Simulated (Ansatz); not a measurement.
Job for Ansatz (a quantum-chemistry and plane-wave program): R-B3LYP/def2-TZVPP on GeHO (SMILES [OH+]=[Ge]), atoms moved off the minimum. Charge +1.

Ansatz 0.2 input:
```yaml
crystal:
  periodic: [false, false, false]
  atoms:
    - {symbol: O, position_ang: [-0.03554860, -0.02564331, -1.27375174]}
    - {symbol: Ge, position_ang: [-0.01640999, -0.02353523, 0.40327223]}
    - {symbol: H, position_ang: [-0.01994280, 0.00933616, -2.29075133]}
basis:
  gaussian:
    orbitals: def2-TZVPP
hamiltonian:
  xc: {name: B3LYP}
total_charge: 1
scf: {lower_state_search: off}
output: {forces: true}
```

Task: Give the final energy of this run.

Result: -2152.6386 hartree.
